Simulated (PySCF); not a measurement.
## Dipole response of Cd³⁺ (cadmium, charge +3)

[Kr] 4d9, 2D determinant. Computed with PySCF 2.14 in aug-cc-pwCVTZ-PP with ECP28MDF, with scalar relativity through the core potential. Coupled (time-dependent) response in atomic units; α is the mean over directions.

```csv
method,mean α (bohr³),"α xx, yy, zz",C₆ (like pair),S(−4)
CAM-B3LYP,3.724,"3.654, 3.654, 3.864",16.42,2.323
```

S(−4) is the Cauchy moment in α(ω) = α(0) + S(−4) ω² + …

Spin-orbit coupling is absent.

α(iu) at CAM-B3LYP:

```json
{"u (hartree)": "0", "α(iu) (bohr³)": "3.724"}
{"u (hartree)": "0.0500", "α(iu) (bohr³)": "3.718"}
{"u (hartree)": "0.100", "α(iu) (bohr³)": "3.701"}
{"u (hartree)": "0.200", "α(iu) (bohr³)": "3.635"}
{"u (hartree)": "0.300", "α(iu) (bohr³)": "3.534"}
{"u (hartree)": "0.500", "α(iu) (bohr³)": "3.264"}
{"u (hartree)": "0.750", "α(iu) (bohr³)": "2.887"}
{"u (hartree)": "1.00", "α(iu) (bohr³)": "2.527"}
{"u (hartree)": "1.50", "α(iu) (bohr³)": "1.932"}
{"u (hartree)": "2.00", "α(iu) (bohr³)": "1.493"}
{"u (hartree)": "3.00", "α(iu) (bohr³)": "0.9396"}
{"u (hartree)": "5.00", "α(iu) (bohr³)": "0.4485"}
```

A single London oscillator, α(iu) = α/(1 + u²/ω²), gives C₆ = (3/4) ω α². Matching the computed C₆ needs ω = 4 × 16.42 / (3 × 3.724²) = 1.58 hartree.

For an ion, C₆ is the dispersion term alone; charge-induced terms of lower order in 1/R come first.

The components differ because the open shell of this determinant is not spherical; for a pure term their mean is the scalar polarisability.

Energies and moments cover only the electrons outside the core potential.
